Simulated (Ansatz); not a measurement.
The same path of BrCl2Sb (4 atoms, charge 0, multiplicity 1) was run twice with different band settings. The coordinate that changes most is the height of Sb2 over the plane of its neighbours.

Method: RKS PBE-D4/def2-mTZVP (Ansatz 0.2.0).

Relaxed end points:

```xyz
4
Properties=species:S:1:pos:R:3
Cl 1.300 0.473 1.614
Sb -0.720 -0.117 0.479
Cl 0.105 -2.014 -0.720
Br -0.629 1.597 -1.393
```

```xyz
4
Properties=species:S:1:pos:R:3
Cl 0.888 0.420 1.882
Sb 0.755 0.074 -0.480
Cl -0.307 -2.067 -0.453
Br -1.281 1.512 -0.970
```

Common settings: spring 5.0 eV/Å²; optimiser quadratic models (default); start path IDPP; force threshold 0.03 eV/Å; iteration limit 60; end points relaxed.

| run | movable images | climbing image |
| --- | --- | --- |
| 1 | 5 | yes |
| 2 | 6 | no |

**Question.** What does each run give, and how far can it be trusted?

**Answer.** Run 1: converged after 5 iterations, highest image 1.251 eV above the first end. A vibrational analysis at the climbing image gives one clearly imaginary mode, 140i cm⁻¹, and a faint second one (13i cm⁻¹) that may be numerical noise or a soft torsion: probably a first-order saddle point.
Run 2: converged after 5 iterations, highest image 1.155 eV above the first end. No image climbed, so the highest image needn't sit at the top of the path.
